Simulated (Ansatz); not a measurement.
`N[CH]([SiH3])[SbH2]` + `[SiH3]S` → `NC([SiH3])S[SiH3]` + stibine  (substitution at a C–Sb bond)

Computed with Ansatz on PBE0-D4/def2-TZVP structures; ΔE is electronic, products minus reactants. CCSD(T)/CBS adds triple-zeta CCSD(T) − MP2 to the extrapolated MP2 energy (def2 sets, frozen cores). DFT in def2-TZVPP. Elements past krypton have def2 core potentials. For Sb outer-core shells are correlated without core-valence functions, which leaves a few kJ/mol of doubt a bond. Each species was taken in one conformer, which may not be the lowest.

```json
{"level": "r2SCAN-D4", "ΔE (eV)": "0.03"}
{"level": "PBE0-D4", "ΔE (eV)": "0.04"}
```

(1) What does CCSD(T)/CBS give? (Estimate.)

Largest T1 diagnostic among the species: 0.014.

Results:

(1) Computed: +0.15 eV. The listed levels differ from it by -0.12, -0.11 eV.

In def2-TZVPP, CCSD(T) changes the Hartree–Fock value by +0.06 eV (the triples alone add −0.01 eV) and MP2 by +0.10 eV.
